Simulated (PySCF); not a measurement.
# How the method changes the shape and vibrations of BGeH2N

All numbers below are calculated, not measured. They come from PySCF 2.14.0, an open-source quantum chemistry program, on an isolated molecule that a program drew, which may never have been made. The molecule is BGeH2N (charge 0, singlet), drawn as the SMILES string `B=[N][GeH]`.

The geometry was optimised and harmonic frequencies were computed with HF and MP2, all in the cc-pVDZ basis, for the commonest isotopes, with a restricted reference for singlets and an unrestricted one otherwise, and a frozen core in MP2. Germanium has the cc-pVDZ-PP basis, with a core potential (ECP10MDF) in place of its 10 inner electrons, and its 3s, 3p and 3d shells are frozen in MP2. Each result is a local minimum of its method.

Geometry at the HF minimum:
```xyz
5
BGeH2N, angstrom
B    -3.9327    0.7921    0.0919
N    -2.9130    0.2526   -0.3803
Ge   -1.3175   -0.3032   -1.0933
H    -4.8963    1.2910    0.5368
H    -1.6639   -1.8577   -1.0893
```

Lengths of the bonds as drawn, in Å (atoms numbered as above):
| bond | HF | MP2 |
|---|---|---|
| B1-N2 | 1.246 | 1.277 |
| N2-Ge3 | 1.834 | 1.866 |
| B1-H4 | 1.173 | 1.181 |
| Ge3-H5 | 1.593 | 1.598 |

Rotational constants, in GHz:
```
constant,HF,MP2
A,197.2,191.7
B,3.912,3.773
C,3.836,3.7
```

Harmonic frequencies in cm^-1, each column in rising order, so a row needn't be the same motion in every method:
```
rank,HF,MP2
1,149,130
2,177,161
3,555,518
4,807,681
5,835,731
6,853,795
7,1929,1775
8,1964,?
9,2980,2897
```

**Estimate the missing MP2 frequency from the HF column.**

A single factor s that minimises the squared misfit of MP2 against s times HF over the other rows is sum(HF x MP2) / sum(HF^2) = 0.9462, with an rms misfit of 49 cm^-1. For rank 8 it gives 0.9462 x 1964 = 1858 cm^-1. The calculation gives 1937 cm^-1, 79 cm^-1 above the estimate. The drawn bonds are on average 1.3 % longer in MP2 than in HF.
